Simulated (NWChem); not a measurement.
System: C₂H₇NOSi; SMILES N[Si@H]1CCO1

Excerpt of the output:

```
             Northwest Computational Chemistry Package (NWChem) 7.3.0
             --------------------------------------------------------

 C1  symmetry detected

                             Geometry "geometry" -> ""
                             -------------------------

 Output coordinates in angstroms (scale by  1.889725989 to convert to a.u.)

  No.       Tag          Charge          X              Y              Z
 ---- ---------------- ---------- -------------- -------------- --------------
    1 N                    7.0000    -0.05118662     1.99755643    -0.44716541
    2 Si                  14.0000     0.01357898     0.52136407     0.42593686
    3 C                    6.0000    -1.17661059    -0.88170097    -0.01967709
    4 C                    6.0000     0.13247376    -1.67262136    -0.28634161
    5 O                    8.0000     1.14340696    -0.65131282    -0.03609735
    6 H                    1.0000     0.31850066     2.85305174    -0.05298197
    7 H                    1.0000    -0.07597490     2.02996358    -1.45885652
    8 H                    1.0000     0.13079536     0.94756224     1.84656991
    9 H                    1.0000    -1.80125505    -1.29007667     0.77952956
   10 H                    1.0000    -1.79480416    -0.73412375    -0.91006895
   11 H                    1.0000     0.27775235    -2.51248781     0.40247831
   12 H                    1.0000     0.23075166    -2.03944470    -1.31473762

 Effective nuclear repulsion energy (a.u.)     242.9919686722

                                 NWChem DFT Module
                                 -----------------

 Summary of "ao basis" -> "ao basis" (spherical)
 ------------------------------------------------------------------------------
       Tag                 Description            Shells   Functions and Types
 ---------------- ------------------------------  ------  ---------------------
 N                          def2-svp                 6       14   3s2p1d
 Si                         def2-svp                 8       18   4s3p1d
 C                          def2-svp                 6       14   3s2p1d
 O                          def2-svp                 6       14   3s2p1d
 H                          def2-svp                 3        5   2s1p

            General Information
            -------------------
          SCF calculation type: DFT
          Wavefunction type:  closed shell.
          No. of atoms     :    12
          No. of electrons :    48
           Alpha electrons :    24
            Beta electrons :    24
          Charge           :     0
          Spin multiplicity:     1
          Use of symmetry is: off; symmetry adaption is: off
          Maximum number of iterations: 150
          AO basis - number of functions:   109
                     number of shells:    53
          Convergence on energy requested:  1.00D-06
          Convergence on density requested:  1.00D-05
          Convergence on gradient requested:  5.00D-04

              XC Information
              --------------
                         B3LYP Method XC Potential
                     Hartree-Fock (Exact) Exchange  0.200
                        Slater Exchange Functional  0.800 local
                    Becke 1988 Exchange Functional  0.720 non-local
              Lee-Yang-Parr Correlation Functional  0.810
                  VWN I RPA Correlation Functional  0.190 local

             Grid Information
             ----------------
          Grid used for XC integration:  medium
          Radial quadrature: Mura-Knowles
          Angular quadrature: Lebedev.
          Tag              B.-S. Rad. Rad. Pts. Rad. Cut. Ang. Pts.
          ---              ---------- --------- --------- ---------
          N                   0.65       49          12.0       434
          Si                  1.10       88          10.0       590
          C                   0.70       49          11.0       434
          O                   0.60       49          10.0       434
          H                   0.35       45          13.0       434
          Grid pruning is: on
          Number of quadrature shells:   599
          Spatial weights used:  Erf1

      Superposition of Atomic Density Guess
      -------------------------------------

 Sum of atomic energies:        -496.41845391

      Non-variational initial energy
      ------------------------------

 Total energy =    -499.189366
 1-e energy   =   -1164.291629
 2-e energy   =     422.110295
 HOMO         =      -0.334793
 LUMO         =       0.072276

     ---------------------------------------------
      Total Density - Mulliken Population Analysis
     ---------------------------------------------

    Atom       Charge   Shell Charges
 -----------   ------   -------------------------------------------------------
    1 N    7     7.74   1.99  1.03  0.44  2.59  1.69  0.01
    2 Si  14    12.94   2.00  1.99  0.91  0.19  5.93  0.96  0.64  0.32
    3 C    6     6.54   1.99  0.98  0.30  2.09  1.17  0.02
    4 C    6     5.73   1.99  0.93  0.19  1.76  0.80  0.05
    5 O    8     8.86   1.99  1.11  0.72  3.05  1.98  0.01
    6 H    1     0.75   0.59  0.12  0.05
    7 H    1     0.75   0.59  0.12  0.04
    8 H    1     1.10   0.70  0.39  0.01
    9 H    1     0.87   0.66  0.18  0.03
   10 H    1     0.87   0.66  0.19  0.03
   11 H    1     0.92   0.70  0.20  0.02
   12 H    1     0.92   0.70  0.21  0.02

[...]
```

Level: B3LYP/def2-SVP. All runs use the structure optimised with B3LYP/6-31G* (spherical d). B3LYP is NWChem's, with the RPA form of VWN correlation.

Task: Reconstruct the input file.

Result: This is not unique; one that fits is the input that was run:
```
start job
memory heap 200 mb stack 900 mb global 1100 mb
geometry units angstroms noautoz
  N     -0.062892     1.993353    -0.378790
  Si    -0.072977     0.498793     0.464913
  C     -1.099436    -0.945009    -0.202569
  C      0.273640    -1.667503    -0.257629
  O      1.175648    -0.607909     0.179774
  H      0.191845     2.854042     0.088377
  H      0.081889     2.051730    -1.379197
  H     -0.218665     0.891642     1.892508
  H     -1.828902    -1.402958     0.471111
  H     -1.565012    -0.802146    -1.182145
  H      0.342213    -2.517993     0.430062
  H      0.562280    -2.001688    -1.261035
end
basis spherical
  N library def2-svp
  Si library def2-svp
  C library def2-svp
  O library def2-svp
  H library def2-svp
end
dft
  xc b3lyp
  iterations 150
  mulliken
end
task dft energy
```
